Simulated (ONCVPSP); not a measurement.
## Potentials for B compared

Generated with ld1.x 7.5 (TM, RRKJ, ultrasoft, PAW), atompaw 4.2 or ONCVPSP 4.0.1. The cutoff is in Ry: for ld1.x and atompaw files where the sum of valence levels is converged to 10 mRy in a Bessel basis, for ONCV files where the hardest occupied wave has 1 mHa per electron of residual kinetic energy. The error is the largest all-electron minus pseudo excitation energy over each file’s own four to seven test configurations (ionisations up to +4, promotions, holes and added fractions of an electron), all of which were solved. The labels leave out finer settings (local radius, basis sizes, second energies), which also bear on the numbers. Spin-polarised tests are not counted. The rows are a selection from randomly drawn settings: files with unsolved tests, undetermined cutoffs or missed reference levels are left out.

A true bound ghost makes a file unfit for plane-wave use even where its test errors are small: the radial tests pick states by their node count and pass the ghost by.

| potential | cutoff (Ry) | largest error (meV) | bound ghosts |
| --- | --- | --- | --- |
| ONCV, PBE, scalar-relativistic, rc 1.15/1.25 (sp), local smoothed, core correction yes, reference 2s1, qcut 6.2/6.9, projectors 3/3 | 27 | +180 | s |
| ONCV, LDA (Perdew-Wang 92), fully relativistic, rc 1.55/2.35/2.20 (spd), local smoothed, core correction yes, reference 2s1.5 2p1.5, qcut 4.1/6.6/4.7, projectors 2/2/1 | 22 | +109 | none |
| ONCV, BLYP, scalar-relativistic, rc 1.10/3.45 (sp), local smoothed, core correction yes, reference 2s1.75 2p1.25, qcut 5.4/4.6, projectors 2/2 | 24 | +441 | none |
| ONCV, PBE, scalar-relativistic, rc 1.35/1.25/1.50 (spd), local smoothed, core correction yes, reference 2s2, qcut 5.8/6.6/5.9, projectors 2/2/2 | 24 | +42 | none |
| ONCV, PBE, scalar-relativistic, rc 1.50/3.05 (sp), local smoothed, core correction yes, reference 2s2 2p1, qcut 5.3/4.9, projectors 3/2 | 20 | +275 | none |
| ONCV, LDA (Perdew-Wang 92), scalar-relativistic, rc 1.40/4.00 (sp), local smoothed, core correction yes, reference 2s2 2p1, qcut 4.9/3.5, projectors 1/2 | 24 | +800 | none |

**Question.** Fill in the row for B: ONCV, PBEsol, scalar-relativistic, rc 1.40/1.30 (sp), local smoothed, core correction no, reference 2s1, qcut 3.9/7.1, projectors 2/3.

**Answer.** cutoff 74 Ry, largest error +158 meV, bound ghosts: none.

**Question.** Fill in the row for B: ONCV, PBE, scalar-relativistic, rc 1.25/1.00/1.00 (spd), local smoothed, core correction yes, reference 2s1, qcut 5.6/9.7/11.1, projectors 1/2/2.

**Answer.** cutoff 26 Ry, largest error +81 meV, bound ghosts: none.
